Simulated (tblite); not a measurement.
C₅H₆NOP.
Atom-mapped SMILES: `[CH3:1][O:2][c:3]1[cH:4][n:5][cH:6][cH:7][p:8]1` (hydrogens: H9, H10, H11 on C1; H12 on C4; H13 on C6; H14 on C7)

A start from a force field or distance geometry was refined with GFN2-xTB geometry optimisation, gas phase (tblite 0.8.0). Values at the start:

```
coordinate    start
     C1–O2  1.407 Å
     C1–H9  1.098 Å
     O2–C3  1.401 Å
     C3–C4  1.389 Å
     C3–P8  1.857 Å
     C4–N5  1.368 Å
    C4–H12  1.104 Å
     N5–C6  1.356 Å
     C6–C7  1.390 Å
    C6–H13  1.091 Å
     C7–P8  1.834 Å
    C7–H14  1.084 Å
  O2–C3–C4   114.4°
  O2–C3–P8   126.0°
  C3–C4–N5   131.2°
  C3–P8–C7    99.1°
  C4–C3–P8   119.6°
  C4–N5–C6   118.6°
  N5–C6–C7   129.4°
  C6–C7–P8   121.9°
```

Question: How do these coordinates change at the GFN2-xTB level?

Answer: 
| coordinate | GFN2-xTB (Å or °) | change |
| --- | --- | --- |
| C3–P8 | 1.755 | -0.102 |
| C7–P8 | 1.735 | -0.099 |
| C4–N5 | 1.312 | -0.056 |
| O2–C3 | 1.355 | -0.046 |
| N5–C6 | 1.325 | -0.031 |
| C4–H12 | 1.084 | -0.020 |
| C6–C7 | 1.377 | -0.013 |
| C1–H9 | 1.088 | -0.010 |
| C3–C4 | 1.397 | +0.008 |
| C6–H13 | 1.085 | -0.006 |
| C1–O2 | 1.404 | -0.003 |
| C7–H14 | 1.083 | -0.001 |
| O2–C3–P8 | 121.9 | -4.1 |
| C3–C4–N5 | 127.3 | -3.9 |
| N5–C6–C7 | 126.2 | -3.2 |
| C4–C3–P8 | 122.8 | +3.2 |
| C6–C7–P8 | 124.9 | +3.0 |
| C4–N5–C6 | 120.7 | +2.1 |
| C3–P8–C7 | 98.1 | -1.0 |
| O2–C3–C4 | 115.3 | +0.9 |

The energy falls by 11.5 kcal/mol over 29 L-BFGS steps, the largest force on an atom goes from 2.69 to 0.007 eV/Å, and the atoms move by 0.115 Å rms after alignment. The bond that changes most is C3–P8 (ends: aromatic carbon bearing oxygen; phosphorus bonded to 2 C), which shortens by 0.102 Å. Bonds longer at the end by more than 0.005 Å: 2 of 14; shorter: 9. Rotational constants go from 3358, 1393, 990.8 to 3580, 1500, 1064 MHz.

Run on one thread of an x86-64 server, shared host.

Its GFN2-xTB frequencies are all real (lowest 100 cm⁻¹). The numbers are those of one conformer.

The values belong to the conformer `[CH3:1][O:2][c:3]1[cH:4][n:5][cH:6][cH:7][p:8]1`: C1–O2–C3–C4 180°.

The numbers are calculated, not measured.
